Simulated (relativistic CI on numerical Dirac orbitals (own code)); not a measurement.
Radial Dirac CI calculation of Tc I.

Command:

```sh
python run_levels.py task.json out
```

Input:

```
atom Tc  Z=43  charge=0  electrons=43
nucleus A=97  rms_radius_fm=4.4112
hamiltonian dirac-coulomb  breit=off  qed=on  c_scale=1
orbitals kli  potential=per-configuration
slater_scale 1
correlation none
mixing on
grid step=0.0125 r_max=201.2
scf mixing=0.4 start=green max_iterations=150 tolerance=2e-08 node_fill=0.5
configurations
  [Kr] 4d5 5s2
  [Kr] 4d6 5s
end
```

Output:

```
SCF 1: [Kr] 4d5 5s2
 iter      energy (Ha)   residual   last orbital (Ha)
    1     -4281.776707   9.84e-01     -0.26785
    2     -4283.796054   3.54e-01     -0.23104
    3     -4284.028655   2.05e-01     -0.27654
    4     -4284.043180   8.88e-02     -0.27213
    5     -4284.027521   2.27e-02     -0.25706
    6     -4284.027513   4.70e-03     -0.24355
    7     -4284.027377   2.09e-03     -0.24024
    8     -4284.027417   1.10e-03     -0.23865
    9     -4284.027361   2.61e-04     -0.23753
   10     -4284.027357   1.96e-04     -0.23744
   11     -4284.027344   6.10e-07     -0.23718
   12     -4284.027344   3.08e-07     -0.23718
   13     -4284.027344   6.20e-09     -0.23718
SCF 2: [Kr] 4d6 5s
 iter      energy (Ha)   residual   last orbital (Ha)
    1     -4281.575426   1.02e+00     -0.26785
    2     -4283.725761   3.44e-01     -0.21175
    3     -4284.080260   2.01e-01     -0.25726
    4     -4284.083448   1.23e-01     -0.26624
    5     -4284.057230   1.15e-02     -0.28268
    6     -4284.056356   4.01e-03     -0.28463
    7     -4284.054782   9.02e-04     -0.28671
    8     -4284.054765   8.23e-04     -0.28691
    9     -4284.054988   1.05e-04     -0.28765
   10     -4284.055011   4.81e-05     -0.28775
   11     -4284.055011   3.15e-06     -0.28775
   12     -4284.055011   5.00e-07     -0.28775
   13     -4284.055012   8.83e-07     -0.28775
   14     -4284.055011   4.95e-08     -0.28775
   15     -4284.055011   2.81e-08     -0.28775
   16     -4284.055011   6.34e-09     -0.28775
orbital energies (Ha): 3d3/2 -9.0672  3d5/2 -8.9310  4s -2.6847  4p1/2 -1.7393  4p3/2 -1.6371  4d3/2 -0.2840  4d5/2 -0.2745  5s -0.2372
configuration averages (Ha): Dirac-Coulomb, Breit, QED
  4d5 5s2                      -4284.027344    0.000000    1.755866
  4d6 5s                       -4284.055011    0.000000    1.755570
levels: no., configuration, term, J, E (cm-1), weight
   1 4d5 5s2                6S   5/2              0.0  0.99
   2 4d6 5s                 6D   9/2           2973.1  0.99
   3 4d6 5s                 6D   7/2           3752.8  1.00
   4 4d6 5s                 6D   5/2           4282.8  0.99
   5 4d6 5s                 6D   3/2           4639.6  0.99
   6 4d6 5s                 6D   1/2           4847.4  0.99
   7 4d6 5s                 4D   7/2          15709.9  0.79
   8 4d6 5s                 4D   5/2          15994.7  0.60
   9 4d6 5s                 4D   3/2          16672.2  0.68
  10 4d6 5s                 4D   1/2          17106.8  0.72
  11 4d6 5s                 4P   5/2          18292.8  0.57
  12 4d5 5s2                4G   11/2         18400.6  0.51
  13 4d5 5s2                4G   9/2          18435.4  0.50
  14 4d5 5s2                4G   7/2          18542.6  0.57
lowest total energy -4282.436022 Ha
end: converged
```

Against the reference input this run has: Breit term off, node fill of the KLI weights 0.5. The reference run ends at -4279.873467 Ha with Breit and QED terms.

With so few configurations and no correlation, terms lie too far apart (by 10 to 50 % or more near neutrality), their order can be wrong, and levels of other configurations are missing. Terms and fine structure of an open d or f shell near neutrality can be off by tens of per cent either way.
